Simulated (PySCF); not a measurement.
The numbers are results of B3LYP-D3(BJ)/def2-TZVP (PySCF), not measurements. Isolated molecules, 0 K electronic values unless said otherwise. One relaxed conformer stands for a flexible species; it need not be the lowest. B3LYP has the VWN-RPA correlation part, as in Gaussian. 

Reference species (SMILES): `C=[SiH]C=C` (C–C–Si–C torsion 14°) (neutral, multiplicity 1).

```yaml
LUMO: -1.81 eV
HOMO–LUMO gap: 4.18 eV
```

Changed species: `C(=C=C)[SiH3]`.

### Question
Predict the effect on the LUMO and HOMO–LUMO gap.

### Answer
the LUMO goes up by 1.40 eV, to -0.41 eV; the HOMO–LUMO gap rises by 2.73 eV, to 6.91 eV.
